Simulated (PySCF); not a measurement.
Molfile (atoms numbered from 1):
```
C4H12O2Si
     RDKit          3D

 19 18  0  0  0  0  0  0  0  0999 V2000
   -1.7208   -1.2696    1.1434 C   0  0  0  0  0  0  0  0  0  0  0  0
   -0.4729   -0.6500    1.0926 O   0  0  0  0  0  0  0  0  0  0  0  0
    0.0494    0.4162   -0.0831 Si  0  0  0  0  0  4  0  0  0  0  0  0
   -0.8070    2.0613    0.0519 C   0  0  0  0  0  0  0  0  0  0  0  0
   -0.1677   -0.3682   -1.7676 C   0  0  0  0  0  0  0  0  0  0  0  0
    1.6504    0.6873    0.2527 O   0  0  0  0  0  0  0  0  0  0  0  0
    2.6031   -0.3204    0.4390 C   0  0  0  0  0  0  0  0  0  0  0  0
   -1.7569   -1.9368    2.0191 H   0  0  0  0  0  0  0  0  0  0  0  0
   -1.9244   -1.8849    0.2464 H   0  0  0  0  0  0  0  0  0  0  0  0
   -2.5483   -0.5420    1.2465 H   0  0  0  0  0  0  0  0  0  0  0  0
   -1.8903    1.9690   -0.1230 H   0  0  0  0  0  0  0  0  0  0  0  0
   -0.4042    2.7700   -0.6882 H   0  0  0  0  0  0  0  0  0  0  0  0
   -0.6532    2.4894    1.0539 H   0  0  0  0  0  0  0  0  0  0  0  0
    0.3208   -1.3543   -1.8122 H   0  0  0  0  0  0  0  0  0  0  0  0
    0.2760    0.2669   -2.5503 H   0  0  0  0  0  0  0  0  0  0  0  0
   -1.2314   -0.5101   -2.0171 H   0  0  0  0  0  0  0  0  0  0  0  0
    3.5393    0.1361    0.7964 H   0  0  0  0  0  0  0  0  0  0  0  0
    2.2730   -1.0630    1.1861 H   0  0  0  0  0  0  0  0  0  0  0  0
    2.8288   -0.8572   -0.5017 H   0  0  0  0  0  0  0  0  0  0  0  0
  1  2  1  0
  2  3  1  0
  3  4  1  0
  3  5  1  0
  3  6  1  0
  6  7  1  0
  1  8  1  0
  1  9  1  0
  1 10  1  0
  4 11  1  0
  4 12  1  0
  4 13  1  0
  5 14  1  0
  5 15  1  0
  5 16  1  0
  7 17  1  0
  7 18  1  0
  7 19  1  0
M  END
```

Geometry: PBE0-D3(BJ)/def2-SVP; GIAO absolute shieldings from PySCF, gas phase, non-relativistic, averaged over equivalent atoms.

At PBE0/STO-3G (51 basis functions, 6.8 s wall time on 1 thread of an x86-64 server CPU, shared host):
```csv
atoms,σ (ppm)
C1/C7,188.6
C4/C5,238.4
O2/O6,426.8
Si3,509.8
H8/H9/H10/H17/H18/H19,30.97
H11/H12/H13/H14/H15/H16,32.54
```

Predict the values at LC-wPBE/pcSseg-1 on the same geometry.

Answers


```csv
atoms,σ at LC-wPBE/pcSseg-1,change
C1/C7,138.5,-50.1
C4/C5,191.8,-46.6
O2/O6,318.6,-108.2
Si3,348.0,-161.8
H8/H9/H10/H17/H18/H19,27.87,-3.10
H11/H12/H13/H14/H15/H16,31.29,-1.25
```

The largest change is at Si3 (silicon bonded to 2 C, 2 O). Cost: 186 basis functions, 48 s wall time on 1 thread of an Arm Neoverse V1, shared host.
